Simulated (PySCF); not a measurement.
## Relaxation of doublet PbCl₃

Method: PySCF, UPBE0, basis Pb def2-SVP with ECP60, Cl def2-SVP (scalar-relativistic core potentials, no spin–orbit coupling, density fitting). A (50,194) grid was used.

A hand-made trigonal planar start, of D3h symmetry, held to at least that symmetry:

```xyz
4
charge 0 multiplicity 2, angstrom
Pb    0.0000    0.0000    0.0000
Cl    2.4300    0.0000    0.0000
Cl   -1.2150    2.1044    0.0000
Cl   -1.2150   -2.1044    0.0000
```

**Question.** What does it relax to?

**Answer.** It ends at D3h with Pb–Cl 2.520 Å (×3); Cl–Pb–Cl 120.0° (×3) (after a last refinement on a finer grid). A frequency run shows 1 imaginary mode, down to 69i cm⁻¹, so it is a saddle point. Other isomers or separated fragments may lie lower.

**Question.** How much energy is released, and in how many steps?

**Answer.** 13.7 kJ/mol in 3 steps.

Spin–orbit coupling, left out here, can matter for elements this heavy.

The relaxation took of the order of 29 core-seconds on a shared host.
